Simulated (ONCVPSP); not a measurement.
# Before and after: ONCV potential for As (Z = 33)

```
Element                 : arsenic (As)
Generator               : ONCVPSP 4.0.1
Type                    : optimised norm-conserving Vanderbilt (ONCV)
Functional              : PBE
Relativity              : scalar-relativistic
Frozen core             : [Ar] 3d10
Valence charge          : 5
Reference configuration : 4s2 4p3
Partial waves           : 4s: rc 1.50 bohr, ncon 3, nbas 6, qcut 3.7 1/bohr, 2 projectors, debl 1.8 Ha; 4p: rc 1.95 bohr, ncon 4, nbas 8, qcut 4 1/bohr, 2 projectors, debl 3.8 Ha
Local potential         : polynomial inside 1.50 bohr (lpopt 4, dvloc0 0 Ha)
Core correction         : polynomial model core, fcfact 0.55
```

All-electron outer shells of the reference configuration (PBE, scalar-relativistic, ld1.x):

```json
{"shell": "3p", "level (eV)": "-133.68", "outermost node (bohr)": "0.22", "outermost maximum (bohr)": "0.52"}
{"shell": "3d", "level (eV)": "-40.65", "outermost node (bohr)": "–", "outermost maximum (bohr)": "0.47"}
{"shell": "4s", "level (eV)": "-14.49", "outermost node (bohr)": "0.73", "outermost maximum (bohr)": "1.61"}
{"shell": "4p", "level (eV)": "-5.19", "outermost node (bohr)": "0.78", "outermost maximum (bohr)": "2.00"}
```

Change: p: qcut 5.5.

Cutoffs: the cutoffs (Ha) at which the residual kinetic energy of the hardest occupied pseudo-wave falls to 1 and 0.1 mHa per electron; they do not see the model core or the augmentation charge, which bear on the density cutoff. Errors are all-electron minus pseudo energies relative to the spin-unpolarised reference configuration.

Q: How do hardness, ghosts and transferability respond?

A: The potential gets neither clearly harder nor softer (25 Ha and 40 Ha → 25 Ha and 40 Ha); the s channel sets the loose cutoff, while the largest relative change is in p, which becomes harder; of the 4 tests that both files solve, the error grows in 1 and shrinks in 0 by more than 15 % and 0.3 meV (median size 17.5 → 17.8 meV); neither file shows a bound ghost.

| quantity | base | changed |
| --- | --- | --- |
| cutoff, loose | 25 Ha | 25 Ha |
| cutoff, tight | 40 Ha | 40 Ha |
| loose cutoff by channel | s 25 Ha, p 6.5 Ha | s 25 Ha, p 8.9 Ha |
| bound ghosts | none | none |
| GHOST(+) flags under 300 eV | s at 154.0 eV | s at 154.0 eV |
| error for 4s2 4p2, meV [ΔE 9.15 eV] | -4.3 | -4.1 |
| error for 4s2 4p1, meV [ΔE 27.07 eV] | -30 | -27 |
| error for 4s2 4p0, meV [ΔE 54.77 eV] | -114 | -99 |
| error for 4s1 4p4, meV [ΔE 9.42 eV] | -5.1 | -9.0 |
| s: phases at 1.52 bohr within 0.05 rad from the reference energy up to (Ha; the scan ends near 5) | 4.6 | 4.6 |
| p: phases at 1.98 bohr within 0.05 rad from the reference energy up to (Ha; the scan ends near 5) | to the end of the scan | to the end of the scan |
| rms error of d²Exc/dni dnj with the model core, mHa | 0.25 | 0.29 |
